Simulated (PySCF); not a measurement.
B2HO2, SMILES O=BB=[OH+], charge +1.

The structure is a stationary point at ωB97X-D3(BJ)/def2-TZVP. The isomer is the one that the SMILES or the coordinates give; other isomers of the formula were not compared. Other conformers were not sampled.

Calculation: M06-2X/def2-TZVPD in PySCF.

The molecule is in vacuum.

- total energy = -200.49466 hartree
- point group = C∞v
- highest occupied level = -17.62 eV
- lowest empty level = -7.98 eV
- orbital gap = 9.64 eV
- dipole moment about the centre of nuclear charge = 7.80 D
- mean static polarisability = 26.6 bohr³ (3.93 Å³)
- polarisability, principal values = 19.1, 19.1, 41.5 bohr³
